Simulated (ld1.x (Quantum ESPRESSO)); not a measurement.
## Reading a pseudo-wave (Co)

Columns: radius, all-electron u(r) and pseudo u(r) of the 4s shell (level -12.77 eV) of cobalt in the configuration [Ne] 3s2 3p6 3d7 4s1 4p0; BP86, non-relativistic, TM scheme, ld1.x (Quantum ESPRESSO) 7.5.

```
r (bohr)  all-electron   pseudo
   0.115       -0.1185  -0.0173
   0.230       -0.1428  -0.0354
   0.345        0.0712  -0.0552
   0.460        0.2457  -0.0775
   0.575        0.3065  -0.1033
   0.690        0.2708  -0.1336
   0.805        0.1760  -0.1694
   0.920        0.0536  -0.2113
   1.035       -0.0755  -0.2597
   1.150       -0.1988  -0.3141
   1.265       -0.3097  -0.3732
   1.380       -0.4054  -0.4344
   1.495       -0.4852  -0.4946
   1.610       -0.5493  -0.5500
   1.725       -0.5989  -0.5972
   1.840       -0.6356  -0.6342
   1.955       -0.6607  -0.6601
   2.070       -0.6757  -0.6756
   2.185       -0.6821  -0.6821
   2.300       -0.6811  -0.6811
   2.415       -0.6739  -0.6739
   2.530       -0.6617  -0.6617
   2.645       -0.6453  -0.6453
   2.760       -0.6256  -0.6256
   2.875       -0.6034  -0.6034
   2.990       -0.5792  -0.5792
```

How many radial nodes do the two functions have?

The all-electron 4s function has n − l − 1 = 3 (the table is too coarse to show those close to the nucleus); the pseudo-wave has 0, since the states of the same l below it are removed with the core.

At about which radius was the pseudo-wave matched?

2.30 bohr. The columns agree to 0.0005 from 2.07 bohr on; several derivatives are matched, so the curves merge somewhat inside the radius.

Where does each function peak?

Outermost all-electron maximum near 2.19 bohr, pseudo maximum near 2.19 bohr (to the table’s step).

Is the pseudo-wave norm-conserving?

Yes: the TM scheme keeps the norm inside the radius equal to the all-electron one, which fixes the energy derivative of the logarithmic derivative at the level.
